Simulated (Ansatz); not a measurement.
C6H5F3Zr, SMILES `[F][Zr]([F])([F])[c]1ccccc1`, relaxed with RKS PBE0-D4/def2-TZVP in Ansatz 0.2.0 from a GFN2-xTB geometry. The force threshold is 0.005 eV/Å; the program also tests the step.

The species carries charge 0 and has multiplicity 1. Zr: def2 effective core potential.

Start:

```xyz
15

F     0.013   -3.107   -1.957
Zr   -1.074   -2.405   -0.624
F    -2.786   -1.929   -1.172
F    -1.003   -3.304    1.002
C    -0.173   -0.498   -0.160
C    -0.771    0.294    0.839
C    -0.253    1.535    1.183
C     0.875    2.018    0.539
C     1.486    1.263   -0.448
C     0.970    0.021   -0.794
H    -1.665   -0.078    1.356
H    -0.726    2.128    1.953
H     1.278    2.984    0.807
H     2.365    1.643   -0.947
H     1.463   -0.564   -1.577
```

| step | energy (eV) | largest force (eV/Å) | largest move (Å) |
| --- | --- | --- | --- |
| 1 | -15731.9540 | 1.190 | 0.000 |
| 2 | -15732.0889 | 0.174 | 0.157 |
| 3 | -15732.0929 | 0.074 | 0.018 |
| 4 | -15732.0933 | 0.025 | 0.012 |
| 5 | -15732.0937 | 0.016 | 0.017 |
| 6 | -15732.0937 | 0.032 | 0.049 |
| 7 | -15732.0939 | 0.014 | 0.010 |
| 8 | -15732.0939 | 0.002 | 0.004 |

End:

```xyz
15

F     0.041   -3.142   -1.998
Zr   -1.059   -2.405   -0.635
F    -2.838   -2.097   -1.225
F    -1.058   -3.455    0.948
C    -0.190   -0.454   -0.127
C    -0.769    0.346    0.866
C    -0.235    1.581    1.199
C     0.897    2.042    0.541
C     1.491    1.270   -0.447
C     0.952    0.035   -0.776
H    -1.657    0.009    1.398
H    -0.699    2.184    1.971
H     1.317    3.008    0.799
H     2.375    1.631   -0.960
H     1.434   -0.552   -1.553
```

Run time 16 s (4 threads of an AMD EPYC 7R13 on a shared host and a share of an NVIDIA H100 80 GB); peak host memory 1 GiB.
